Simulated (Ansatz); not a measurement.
## Molecular dynamics, step by step

CH2O2Si (SMILES O=C[SiH]=O), closed shell, BLYP-D4/cc-pVDZ (Ansatz 0.2.0). Settings (timestep in fs, temperature in K, friction in 1/fs; T counts 18 degrees of freedom, while the starting velocities carry no drift of the centre of mass, so T starts below the set value):

```yaml
hamiltonian: {xc: {name: BLYP}, dispersion: d4}
md: {n_steps: 60, timestep: 1.0, temperature: 1500, ensemble: nvt_langevin, seed: 127, friction: 0.05, initial_velocities: maxwell_boltzmann}
```

Start (the SMILES describes the start alone):

```
6
angstrom
O -0.6199 1.7727 -0.4352
C -0.2004 0.6705 -0.6780
Si 0.2040 -0.6677 0.6488
O 0.7435 -2.0106 0.2370
H -0.0242 0.3699 -1.7350
H -0.1031 -0.1346 1.9625
```

```tsv
step	time (fs)	potential energy less the start (meV)	kinetic energy (meV)	T (K)
0	0.00	0.0	969.5	1250
4	4.00	71.5	794.6	1025
8	8.00	373.6	479.2	618
12	12.00	299.1	748.8	965
16	16.00	367.2	898.9	1159
20	20.00	361.5	979.1	1262
24	24.00	335.3	966.2	1246
28	28.00	238.1	957.7	1235
32	32.00	448.7	837.3	1080
36	36.00	333.3	1377.0	1775
40	40.00	445.0	939.4	1211
44	44.00	642.8	1136.7	1466
48	48.00	816.8	869.0	1120
52	52.00	558.5	680.7	878
56	56.00	572.8	642.9	829
60	60.00	571.0	610.0	787
```

Step 12, positions (Å) and forces (eV/Å):

```json
{"atom": "O1", "x": "-0.652", "y": "1.780", "z": "-0.393", "Fx": "0.203", "Fy": "-1.502", "Fz": "-0.722"}
{"atom": "C2", "x": "-0.265", "y": "0.633", "z": "-0.692", "Fx": "0.502", "Fy": "1.892", "Fz": "-0.504"}
{"atom": "Si3", "x": "0.155", "y": "-0.611", "z": "0.653", "Fx": "0.689", "Fy": "-3.871", "Fz": "0.867"}
{"atom": "O4", "x": "0.922", "y": "-2.033", "z": "0.195", "Fx": "-1.520", "Fy": "3.130", "Fz": "1.127"}
{"atom": "H5", "x": "0.113", "y": "0.294", "z": "-1.741", "Fx": "-0.661", "Fy": "0.519", "Fz": "0.501"}
{"atom": "H6", "x": "-0.544", "y": "-0.302", "z": "2.095", "Fx": "0.787", "Fy": "-0.169", "Fz": "-1.271"}
```

Step 28, positions (Å) and forces (eV/Å):

```tsv
atom	x	y	z	Fx	Fy	Fz
O1	-0.721	1.826	-0.551	0.049	1.441	1.013
C2	-0.214	0.745	-0.686	-1.343	-2.390	-1.780
Si3	0.000	-0.766	0.622	0.300	2.274	0.675
O4	0.883	-1.954	0.159	0.249	-1.083	-0.128
H5	-0.222	0.294	-1.761	0.824	0.310	0.424
H6	-0.327	-0.205	2.029	-0.078	-0.552	-0.204
```

Step 40, positions (Å) and forces (eV/Å):

| atom | x | y | z | Fx | Fy | Fz |
| --- | --- | --- | --- | --- | --- | --- |
| O1 | -0.663 | 1.814 | -0.629 | 0.919 | -2.599 | -0.196 |
| C2 | -0.205 | 0.666 | -0.767 | 0.052 | 1.798 | -0.813 |
| Si3 | -0.078 | -0.844 | 0.695 | 1.225 | 0.457 | 0.031 |
| O4 | 0.888 | -2.010 | 0.247 | -0.324 | -0.199 | -0.271 |
| H5 | 0.432 | 0.361 | -1.799 | -1.211 | 0.262 | 1.899 |
| H6 | 0.032 | -0.579 | 2.236 | -0.661 | 0.281 | -0.649 |

Last step (60):

```
6
angstrom
O -0.4455 1.7071 -0.7156
C 0.0089 0.5450 -0.7648
Si -0.1445 -0.8255 0.7330
O 0.8643 -2.0480 0.3902
H 0.9065 0.4707 -1.3050
H -0.2904 -0.2882 2.1897
```

The run took about 59 s on 1 CPU thread (shared host).
